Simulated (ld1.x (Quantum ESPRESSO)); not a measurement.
# Dy: excitation energies, all-electron against TM

ld1.x (Quantum ESPRESSO) 7.5 input, shortened:

```
&input
   title='Dy', zed=66., rel=1, dft='PZ', iswitch=3,
   config='[Xe] 4f9 5d1 6s2 6p0'
 /
 &inputp
   pseudotype=2, tm=.true., lloc=1,
   nlcc=.true., rcore=1.75
 /
3
6S  1  0   2.00   0.00  2.90  2.90  0.0
5D  3  2   1.00   0.00  3.00  3.00  0.0
6P  2  1   0.00   0.00  3.75  3.75  0.0
 &test
   configts(1)='5d1 6s2 6p0'
 /
```

Energies are relative to the spin-unpolarised reference configuration 5d1 6s2 6p0; without spin polarisation the order of configurations can differ from experiment.

```tsv
valence configuration	charge	ΔE all-electron (eV)	error AE − PS (meV)
5d1 6s0 6p0	+2	19.765	-82
5d1 6s1.5 6p0	+0.5	2.851	-1.8
5d1 6s0 6p1	+1	10.929	-32
5d1 6s0 6p2	0	6.416	-29
5d2 6s0 6p0	+1	8.573	-66
5d1 6s1 6p1	0	3.110	-6.2
```

Q: What are ΔE and the potential's error for 5d1 6s1 6p0?

A: ΔE = 7.054 eV all-electron; the error (AE − PS) is -8.6 meV.
